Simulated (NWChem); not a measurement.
System: CH2NO, doublet; SMILES N[C]=O

Here is an NWChem input.

```
start job
memory heap 200 mb stack 900 mb global 1100 mb
geometry units angstroms noautosym nocenter noautoz
  N      0.095584     1.088100     0.000000
  C     -0.413907    -0.157263     0.000000
  O      0.159689    -1.214220     0.000000
  H      1.100009     1.252195     0.000000
  H     -0.518452     1.886778     0.000000
end
basis spherical
  N library def2-svp
  C library def2-svp
  O library def2-svp
  H library def2-svp
end
dft
  odft
  mult 2
  xc b3lyp
  iterations 150
  mulliken
end
task dft energy
esp
  recalculate
  probe 0.07
  range 0.3
  factor 1.0
  spacing 0.02
end
task esp
```

Output (shortened):

```
             Northwest Computational Chemistry Package (NWChem) 7.3.0
             --------------------------------------------------------

                             Geometry "geometry" -> ""
                             -------------------------

 Output coordinates in angstroms (scale by  1.889725989 to convert to a.u.)

  No.       Tag          Charge          X              Y              Z
 ---- ---------------- ---------- -------------- -------------- --------------
    1 N                    7.0000     0.09558400     1.08810000     0.00000000
    2 C                    6.0000    -0.41390700    -0.15726300     0.00000000
    3 O                    8.0000     0.15968900    -1.21422000     0.00000000
    4 H                    1.0000     1.10000900     1.25219500     0.00000000
    5 H                    1.0000    -0.51845200     1.88677800     0.00000000

 Effective nuclear repulsion energy (a.u.)      64.1506883179

                                 NWChem DFT Module
                                 -----------------

 Summary of "ao basis" -> "ao basis" (spherical)
 ------------------------------------------------------------------------------
       Tag                 Description            Shells   Functions and Types
 ---------------- ------------------------------  ------  ---------------------
 N                          def2-svp                 6       14   3s2p1d
 C                          def2-svp                 6       14   3s2p1d
 O                          def2-svp                 6       14   3s2p1d
 H                          def2-svp                 3        5   2s1p

            General Information
            -------------------
          SCF calculation type: DFT
          Wavefunction type:  spin polarized.
          No. of atoms     :     5
          No. of electrons :    23
           Alpha electrons :    12
            Beta electrons :    11
          Charge           :     0
          Spin multiplicity:     2
          Use of symmetry is: off; symmetry adaption is: off
          Maximum number of iterations: 150
          AO basis - number of functions:    52
                     number of shells:    24
          Convergence on energy requested:  1.00D-06
          Convergence on density requested:  1.00D-05
          Convergence on gradient requested:  5.00D-04

              XC Information
              --------------
                         B3LYP Method XC Potential
                     Hartree-Fock (Exact) Exchange  0.200
                        Slater Exchange Functional  0.800 local
                    Becke 1988 Exchange Functional  0.720 non-local
              Lee-Yang-Parr Correlation Functional  0.810
                  VWN I RPA Correlation Functional  0.190 local

             Grid Information
             ----------------
          Grid used for XC integration:  medium
          Radial quadrature: Mura-Knowles
          Angular quadrature: Lebedev.
          Tag              B.-S. Rad. Rad. Pts. Rad. Cut. Ang. Pts.
          ---              ---------- --------- --------- ---------
          N                   0.65       49           7.0       434
          C                   0.70       49           7.0       434
          O                   0.60       49           9.0       434
          H                   0.35       45           8.0       434
          Grid pruning is: on
          Number of quadrature shells:   237
          Spatial weights used:  Erf1

      Superposition of Atomic Density Guess
      -------------------------------------

 Sum of atomic energies:        -167.55870401

      Non-variational initial energy
      ------------------------------

 Total energy =    -168.801221
 1-e energy   =    -354.818744
 2-e energy   =     121.866835
 HOMO         =      -0.137572
 LUMO         =       0.076637

     ---------------------------------------------
      Total Density - Mulliken Population Analysis
     ---------------------------------------------

[...]

                     NWChem Electrostatic Potential Fit Module
                     -----------------------------------------

 Atom parameters

 Number of atoms is                                    5
 Number of basis functions is                         52

 Grid parameters

 Maximum number of grid points is                  25435
 Number of grid points is                          25434
 Grid range                                     0.300000 nm
 Grid spacing                                   0.020000 nm
 Probe radius                                   0.070000 nm
 Atom radius factor                             1.000000

 Atomic radii

    1    0.100000
    6    0.147000
    7    0.140000
    8    0.136000
 FASTESP  F
  using M.O. file = ./job.movecs

    Atom              Coordinates                           Charge

                                                  ESP

    1 N     0.009558    0.108810    0.000000   -0.290402
    2 C    -0.041391   -0.015726    0.000000    0.085337
    3 O     0.015969   -0.121422    0.000000   -0.272000
    4 H     0.110001    0.125220    0.000000    0.269099
    5 H    -0.051845    0.188678    0.000000    0.207966
                                            ------------
                                                0.000000

 Dipole moment                                  1.388506

 Quadrupole moment Qxx                          4.283343
                   Qyy                         -4.774159
                   Qzz                          0.490816

 RMS deviation kJ/mol                           0.110298

 RRMS %                                        25.609691
```

Level: B3LYP/def2-SVP, spin-unrestricted. In the optimisation the excess spin sits in a' (Cs, its own frame). Coordinates come from a B3LYP/6-31G* (spherical d), spin-unrestricted optimisation. No stability test was run on the SCF state.
